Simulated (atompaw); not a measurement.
**How hard is this Ni PAW (atompaw) potential?**

Ni (Z = 28), PAW, made with atompaw 4.2.0.5 (PBEsol, scalar-relativistic). Core [Ar], reference 3d8 4s0 4p0 (charge +2). Waves: 4s (bound, empty): rc 2.45 bohr; 4s channel at -0.95 Ry: rc 2.25 bohr; 4p (bound, empty): rc 2.45 bohr; 4p channel at 0.05 Ry: rc 2.45 bohr; 3d (bound): rc 1.15 bohr; 3d channel at -0.3 Ry: rc 1.15 bohr. Local part: ultrasoft scheme with l = 3 at -0.5 Ry, radius 2.00 bohr. Core correction: smooth core density matched at 1.85 bohr. Augmentation charge: besselshape compensation charge, radius 2.40 bohr; PAW radius 2.45 bohr; waves and projectors: custom polynom gramschmidtortho.

The pseudo-atom Hamiltonian at the reference potential is diagonalised in spherical Bessel functions j_l(qr) that vanish at 20 bohr, with q² up to the cutoff. All-electron valence levels (Ry): 4s -1.5764, 4p -1.0877, 3d -2.0830.

Q: How do the lowest levels (Ry) of each channel move with the cutoff, and are there ghosts?

A:

```
cutoff (Ry)     s #1     s #2     p #1     d #1     d #2     f #1     f #2  Σ f·Δε (mRy)
          8  -1.5757  -0.5696  -1.0872  -0.6669  -0.3150  -0.2687  -0.1521       11328.7
         21  -1.5764  -0.5712  -1.0877  -1.0534  -0.4201  -0.2689  -0.1523        8236.7
         45  -1.5764  -0.5712  -1.0877  -1.9427  -0.5153  -0.2689  -0.1523        1121.6
         70  -1.5764  -0.5712  -1.0877  -2.0790  -0.5235  -0.2689  -0.1523          31.8
        120  -1.5764  -0.5712  -1.0877  -2.0823  -0.5237  -0.2689  -0.1523           4.9
        230  -1.5764  -0.5712  -1.0877  -2.0829  -0.5238  -0.2689  -0.1523           0.2
        400  -1.5764  -0.5712  -1.0877  -2.0829  -0.5238  -0.2689  -0.1523           0.0
```

Result: no extra level below or beside the all-electron valence levels (s, p, d, f tested); 10 mRy is reached at 120 Ry and 1 mRy at 180 Ry.
